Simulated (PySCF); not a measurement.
## Assignment exercise: C8H7OP

Atom-mapped SMILES (the numbers label the heavy atoms): `[O:1]=[P@@H:2]1[CH:3]=[C:4]1[c:5]1[cH:6][cH:7][cH:8][cH:9][cH:10]1` (H(Xn): hydrogen on atom n).

[PySCF 2.14: σ from GIAO-PBE0/pcSseg-1; structure optimised with GFN2-xTB; averaged over atoms made equivalent by symmetry, fast rotation or ring inversion; gas phase; one computed conformer; non-relativistic]

References, each an isolated molecule treated in the same way: TMS for ¹³C (σ = 186.93 ppm) and ¹H (σ = 31.72 ppm).

Task: Assign these signals to the numbered atoms. ¹³C{¹H} NMR (computed): δ 177.8 (C), 154.8 (CH), 137.6 (CH), 136.6 (CH), 134.6 (CH), 132.1 (C).

Result: 
```tsv
δ (ppm)	atoms	environment	reason
177.8	C4	fully substituted alkene carbon	–
154.8	C3	alkene CH	an sp2 carbon of a C=C bond
137.6	C8	aromatic CH	the aromatic region
136.6	C6/C10	aromatic CH	–
134.6	C7/C9	aromatic CH	–
132.1	C5	substituted aromatic carbon	–
```

C8 and C6/C10; C6/C10 and C7/C9 lie closer than the usual error of such a calculation, so a measured spectrum could show them in the other order.

Task: Assign these signals to the numbered atoms. ¹H NMR (400 MHz, computed): δ 9.19 (m, 1H), 8.03 (m, 2H), 7.95 (m, 1H), 7.83 (m, 2H), 7.79 (m, 1H).

Result: 
```tsv
δ (ppm)	atoms	environment	reason
9.19	H(C3)	hydrogen on an alkene CH	–
8.03	H(C6)/H(C10)	hydrogen on an aromatic CH	the ring current deshields protons in the ring plane
7.95	H(P2)	hydrogen on a phosphorus bonded to 2 C, O, in a 3-membered ring	–
7.83	H(C7)/H(C9)	hydrogen on an aromatic CH	it sits in the deshielding region of the aromatic ring current
7.79	H(C8)	hydrogen on an aromatic CH	–
```

H(C6)/H(C10) and H(P2); H(C7)/H(C9) and H(C8) lie closer than the usual error of such a calculation, so a measured spectrum could show them in the other order.

Splittings by ³¹P in the carbon and heteronuclear signals aren't shown, as no couplings were computed. Shifts are as computed. Against solution values, carbons near 30 ppm lie about +3 ppm off and those near 130 ppm about +5 ppm. Of 1211 compounds with measured shifts, 218 miss one by over three times the rms of a fit or turn the order of signals round; such compounds aren't used in these exercises. No couplings were computed; multiplicities are counted from neighbouring protons, with m where these are inequivalent, close in shift, in a saturated or five-membered ring or joined by F or P, and br s for small geminal =CH2 splittings.
